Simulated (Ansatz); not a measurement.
`[SiH3]O[AsH2]` + `C[SeH]` → `C[Se][AsH2]` + `O[SiH3]` at 298.15 K and 1 bar (ligand exchange at the As–O bond).

Program: Ansatz. Geometries: PBE0-D4/def2-TZVP. ΔE: electronic, gas phase. CBS: MP2 limit from def2 TZ/QZ plus the TZ coupled-cluster correction, frozen cores. For As, Se outer-core shells are correlated without core-valence functions, which leaves a few kJ/mol of doubt a bond. Scalar relativity is left out up to krypton.

```tsv
species	CCSD(T)/CBS energy (Eh)	H − E (kJ/mol)	S (J/(mol·K))
`[SiH3]O[AsH2]`	-2602.28728	136.3	338.7
`C[SeH]`	-2441.15625	129.5	267.5
`C[Se][AsH2]`	-4676.77761	158.9	338.7
`O[SiH3]`	-366.69042	113.6	257.8
```

H − E and S are ideal-gas, rigid-rotor, harmonic terms from PBE0-D4/def2-TZVP. 1 Eh = 2625.50 kJ/mol, R = 8.31446 J/(mol·K).

Question: By hand: ΔE, ΔH, ΔS and ΔG.

Answer: ΔE = (-4676.77761) + (-366.69042) − (-2602.28728) − (-2441.15625) = -0.02450 Eh = -64.3 kJ/mol. Δ(H − E) = 158.9 + 113.6 − 136.3 − 129.5 = 6.7, so ΔH = -57.6 kJ/mol. ΔS = 338.7 + 257.8 − 338.7 − 267.5 = -9.7 J/(mol·K). ΔG = -57.6 − 298.15 × (-9.7)/1000 = -54.7 kJ/mol.

Question: By hand: the equilibrium constant, and the temperature at which ΔG would vanish if ΔH and ΔS stayed fixed.

Answer: log₁₀ K = −ΔG/(RT ln 10) = 9.6. ΔG = 0 at ΔH/ΔS = 5938 K, far beyond where these terms or the molecules hold.

The number of gas molecules stays the same, so ΔS is small and ΔH decides. A doubt of 5 kJ/mol in ΔE shifts log₁₀ K by 0.9 here. Modes under 60 cm⁻¹, often nearly free rotors, make the harmonic entropy too high. These are equilibria of isolated gas molecules and say nothing of rates. Largest T1 diagnostic: 0.012 (customary marks: 0.02 for closed shells, 0.045 for open ones).
